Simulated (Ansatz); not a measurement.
Which is lower?

The two ends of one reaction step of GaH₄SF, closed shell (PBE0-D4/def2-TZVP).

A:

```tsv
atom	x (Å)	y (Å)	z (Å)
Ga1	-0.9403	-0.5700	-0.0964
F2	0.2870	-1.6222	0.6669
H3	-1.1365	-0.8491	-1.6219
H4	-1.9374	0.0659	0.9258
H5	1.7419	0.4846	-0.6848
S6	0.8147	1.3476	-0.2348
H7	1.1706	1.1432	1.0452
```

B:

Ga1  (-0.896, -0.105, -0.243)
F2  (0.856, -1.493, 0.248)
H3  (-1.329, -0.731, -1.598)
H4  (-1.629, -0.082, 1.129)
H5  (1.345, -0.685, 0.083)
S6  (0.848, 1.338, -0.447)
H7  (0.805, 1.758, 0.828)
(Å)

Computed with Ansatz 0.2.0 (basis: def2-TZVPP); correlated methods freeze the cores. Filled d shells of the heavier atoms are correlated. The def2 sets are not built for correlating such inner shells, so the correlated values are less sure here. B3LYP uses VWN-RPA correlation.

Problem. Which structure is lower at CCSD(T), and by how much? (To be estimated.)

Solution. By the calculation: A, by 2.88 kcal/mol (electronic energy, against the other). By their contacts, A is GaH₄SF ([F][GaH2][SH2]) and B is a complex of GaH₃S ([SH][GaH2]) + HF.

Problem. Do the other methods give the same order? (Judge from chemistry; the calculation decides.)

Solution. The calculation gives: Not all: SPW92 gives the other order.

```csv
method,E(B) − E(A) (kcal/mol)
SPW92,-1.46
PBE-D4,0.59
BLYP-D4,3.13
r2SCAN-D4,2.48
B97M-V,3.51
PBE0-D4,1.05
B3LYP-D4,3.29
r2SCAN0-D4,2.25
BHLYP-D4,4.16
CAM-B3LYP-D4,3.89
wB97X-V,3.67
wB97M-V,2.23
B2PLYP,3.32
PBE-QIDH,1.84
RPA on PBE,3.90
HF,6.87
MP2,2.09
CCSD,3.63
CCSD(T),2.88
```

No T1 diagnostic of these runs exceeds 0.014.

Labels in which every atom is bracketed show which atoms are joined, not bond orders.

For scale, one of the runs: CCSD(T)/def2-TZVPP, 177 basis functions (an equivalent command: `ansatz run in.yaml --threads 2`). Hardware: 2 CPU threads, shared host. Wall time 2.7 min; peak host memory 1.6 GiB.
